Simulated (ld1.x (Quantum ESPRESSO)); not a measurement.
Results of a calculation; reference values are marked as such.
# Potentials for aluminium (Al) compared

Generated with ld1.x 7.5 (TM, RRKJ, ultrasoft, PAW), atompaw 4.2 or ONCVPSP 4.0.1. The cutoff is in Ry: for ld1.x and atompaw files where the sum of valence levels is converged to 10 mRy in a Bessel basis, for ONCV files where the hardest occupied wave has 1 mHa per electron of residual kinetic energy. The error is the largest all-electron minus pseudo excitation energy over each file’s own four to seven test configurations (ionisations up to +4, promotions, holes and added fractions of an electron), all of which were solved. The labels leave out finer settings (local radius, basis sizes, second energies), which also bear on the numbers. Spin-polarised tests are not counted. The rows are a selection from randomly drawn settings: files with unsolved tests, undetermined cutoffs or missed reference levels are left out.

```csv
potential,cutoff (Ry),largest error (meV),bound ghosts
"RRKJ, PBEsol, scalar-relativistic, rc 2.20/2.05/1.80 (spd), local smoothed, core correction no, reference 3s2 3p0",10,+24,none
"TM, PBE, non-relativistic, rc 1.50/1.55 (sp), local s, core correction yes, reference 3s1 3p0",25,+56,none
"PAW, LDA (PZ), scalar-relativistic, rc 1.80/2.45 (sp), local smoothed, core correction yes, reference 3s1.5 3p1.5",8,-21,none
"TM, PBE, non-relativistic, rc 1.70/2.15/1.70 (spd), local p, core correction yes, reference 3s2 3p0.5",10,-9.7,none
"TM, revPBE, scalar-relativistic, rc 1.70/2.90 (sp), local p, core correction yes, reference 3s2 3p1",10,-5.9,none
"RRKJ, PBEsol, scalar-relativistic, rc 1.65/2.75/2.45 (spd), local s, core correction yes, reference 3s1.5 3p1.5",10,+25,none
"RRKJ, LDA (PZ), scalar-relativistic, rc 1.35/2.15 (sp), local s, core correction yes, reference 3s1 3p0",35,+43,none
```

Question: Fill in the row for Al: TM, PBE, scalar-relativistic, rc 1.55/1.70 (sp), local s, core correction yes, reference 3s2 3p1.

Answer: cutoff 25 Ry, largest error +12 meV, bound ghosts: none.

Question: Fill in the row for Al: TM, PBE, non-relativistic, rc 1.55/1.80 (sp), local s, core correction no, reference 3s2 3p0.75.

Answer: cutoff 25 Ry, largest error +42 meV, bound ghosts: none.
